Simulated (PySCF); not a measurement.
**Static response to an electric field**

Compound: W(NtBu)2Br2, C8H18Br2N2W (singlet state).
Geometry (PBE0-D3(BJ)/def2-SVP, Å), atoms numbered from 1 in this order:
```
atom  x, y, z in Å
W1    -1.4727   -0.2730   -1.4748
N2    -1.7846   -0.1460    0.2323
C3    -1.6383   -0.0080    1.6542
C4    -0.5769    1.0496    1.9654
C5    -1.2306   -1.3703    2.2247
C6    -2.9977    0.4210    2.2173
H7    -0.8483    2.0138    1.5109
H8    -0.4833    1.1902    3.0528
H9     0.4030    0.7449    1.5711
H10   -1.1465   -1.3155    3.3206
H11   -1.9790   -2.1341    1.9682
H12   -0.2610   -1.6882    1.8136
H13   -3.3089    1.3816    1.7816
H14   -3.7653   -0.3293    1.9785
H15   -2.9427    0.5326    3.3109
N16    0.2323   -0.1311   -1.7930
C17    1.6523    0.0163   -1.6342
C18    2.1403   -0.9281   -0.5327
C19    1.9499    1.4752   -1.2747
C20    2.3060   -0.3463   -2.9723
H21    1.8891   -1.9699   -0.7804
H22    3.2318   -0.8496   -0.4164
H23    1.6701   -0.6800    0.4298
H24    3.0348    1.6306   -1.1756
H25    1.5700    2.1483   -2.0570
H26    1.4681    1.7471   -0.3244
H27    2.0674   -1.3839   -3.2479
H28    1.9384    0.3151   -3.7701
H29    3.3999   -0.2434   -2.9062
Br30  -2.5460    1.6507   -2.5349
Br31  -2.1330   -2.5310   -2.1438
```

Level: CAM-B3LYP/def2-SVPD (PySCF), static field, nuclei fixed, core orbitals frozen in the response. The polarisability tensor in these axes (au):

```
x   208.53   1.03  -6.48
y     1.03 192.96   0.63
z    -6.48   0.63 208.65
```

Q: Diagonalise the tensor; give its mean and Δα, where Δα² is half the sum of the squared differences of the eigenvalues.

A: Principal values 192.81, 202.26 and 215.07 au; mean 203.38 au = 30.14 Å³ = 33.53 × 10⁻⁴⁰ C²·m²/J; Δα = 19.35 au (10 % of the mean).

Q: What is the dipole moment, and where does it point?

A: (2.68, 0.50, 2.72) D, 3.85 D in size, pointing from the negative to the positive side. Measured along this direction, the outermost atoms are Br30 and Br31 at the negative end and H8 at the positive end.

Q: Along which axes do the principal values lie, and how far do the nuclei extend along each?

A: Largest value along (-0.70, -0.01, 0.71), where the nuclei span 8.87 Å; middle along (0.70, 0.12, 0.70), 5.31 Å; least along (-0.10, 0.99, -0.08), 4.27 Å. The response follows the extents in order.

Q: In a dilute gas of rigid molecules at 500 K, how does the orientational term μ²/3kT compare with the electronic polarisability?

A: In Gaussian units μ²/3kT = 71.53 Å³ against 30.14 Å³, a ratio of 2.37; the Debye molar polarisation (4π/3)N_A(α + μ²/3kT) is 256.5 cm³/mol, leaving out the vibrational part.

Q: Estimate the molar refractivity from the static electronic polarisability.

A: Lorentz–Lorenz: R = (4π/3)N_A α = 2.5225 cm³/(mol·Å³) × 30.14 Å³ = 76.0 cm³/mol, in the limit of long wavelengths.

Isolated species at its PBE0-D3(BJ)/def2-SVP geometry, gas phase. Atoms past krypton carry effective core potentials; spin–orbit coupling is left out. The calculation is non-relativistic apart from the core potentials, for bromine too.
